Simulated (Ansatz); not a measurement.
Frontier orbitals of C3H3FSZn, SMILES `F[C]1([ZnH])C=CS1`.

Charge 0, multiplicity 1. For Zn the d shell is correlated and the shells below it are frozen. Scalar relativity is left out up to krypton. The structure was optimised at the PBE0-D4/def2-TZVP level. Basis def2-TZVPP, Ansatz 0.2.0.

```tsv
functional	HOMO (eV)	LUMO (eV)	gap (eV)
PBE	-5.56	-1.82	3.74
BLYP	-5.40	-1.73	3.67
B97M-V	-5.79	-1.68	4.11
PBE0	-6.63	-0.98	5.65
r2SCANh	-6.15	-1.28	4.87
BHLYP	-7.56	-0.21	7.35
ωB97M-V	-8.74	0.59	9.33
HF	-8.97	1.62	10.59
```

From PBE to PBE0 the HOMO moves by −1.07 eV and the LUMO by +0.85 eV, and with ωB97M-V by −3.18 and +2.41 eV, so the gap grows from 3.74 to 9.33 eV with exact exchange. A positive LUMO is unbound and depends on the basis.
